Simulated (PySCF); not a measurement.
Te(Br)(Me) (CH3BrTe), SMILES C[Te]Br.

Coordinates come from a PBE0-D3(BJ)/def2-SVP optimisation. The def2 effective core potentials stand for the cores of Te; spin–orbit coupling is left out.

Calculation: PBE0-D3(BJ)/def2-SVP run with PySCF 2.14.0.

Frequencies are harmonic and unscaled.

### Question
List the normal modes with their intensities. (An estimate is asked for; the answer gives what the named calculation found.)

### Answer

| mode | ν (cm⁻¹) | IR (km/mol) | Raman (Å⁴/amu) | depolarisation | moving atoms (share of kinetic energy) |
|---|---|---|---|---|---|
| 1 | 122 | 0.0 | 0.1 | 0.75 | H 99 % |
| 2 | 137 | 0.5 | 4.3 | 0.69 | C 52 %, H 25 %, Br 14 %, Te 10 % |
| 3 | 259 | 9.1 | 10.5 | 0.29 | Br 61 %, Te 39 % |
| 4 | 536 | 3.7 | 26.5 | 0.27 | C 74 %, H 16 %, Te 10 % |
| 5 | 830 | 12.9 | 3.0 | 0.62 | H 83 %, C 16 % |
| 6 | 847 | 9.8 | 2.5 | 0.75 | H 88 %, C 12 % |
| 7 | 1242 | 6.0 | 1.3 | 0.36 | H 85 %, C 15 % |
| 8 | 1415 | 9.0 | 14.3 | 0.75 | H 95 % |
| 9 | 1438 | 13.1 | 10.1 | 0.71 | H 95 % |
| 10 | 3076 | 3.4 | 152.2 | 0.03 | H 98 % |
| 11 | 3199 | 0.4 | 87.3 | 0.75 | H 90 %, C 10 % |
| 12 | 3226 | 0.4 | 60.0 | 0.75 | H 90 %, C 10 % |
